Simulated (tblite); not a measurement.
Question: Give a GFN2-xTB geometry of InChI=1S/C4H3FN2/c5-4-1-2-6-7-3-4/h1-3H.

Answer: 
```
atom  x, y, z in Å
F1    -1.6002    1.7161    0.1429
C2    -0.7562    0.6789    0.0580
C3     0.6090    0.8771    0.0359
C4     1.3789   -0.2818   -0.0557
N5     0.8555   -1.4900   -0.1159
N6    -0.4298   -1.6568   -0.0921
C7    -1.2448   -0.6253   -0.0086
H8     1.0418    1.8635    0.0868
H9     2.4580   -0.2388   -0.0806
H10   -2.3032   -0.8383    0.0069
```

Any rigid rotation of these coordinates is as good. Atoms count from 1 in this order. The 7 heavy atoms lie in one plane (0.000 Å rms). The 6-membered ring C2–C3–C4–N5–N6–C7 has internal angles of 115.3° to 123.1°; it is planar, 0.00 Å rms from its mean plane, widest ring torsion 0°. N5 (pyridine-type nitrogen) is bent (angle 120.7°).

Bonds between heavy atoms (Å): F1–C2 1.340, C2–C3 1.380, C3–C4 1.394, C4–N5 1.318, N5–N6 1.296, N6–C7 1.317, C2–C7 1.394.

The geometry is computed with GFN2-xTB (gas phase).

Point group: Cs (tolerance 0.08 Å). Its GFN2-xTB frequencies are all real (lowest 194 cm⁻¹).

Hardware: Arm Neoverse V2, one thread, shared host with 96 logical CPUs at a one-minute load of 63. Cost: under 0.1 s of wall time. This is the geometry optimisation.
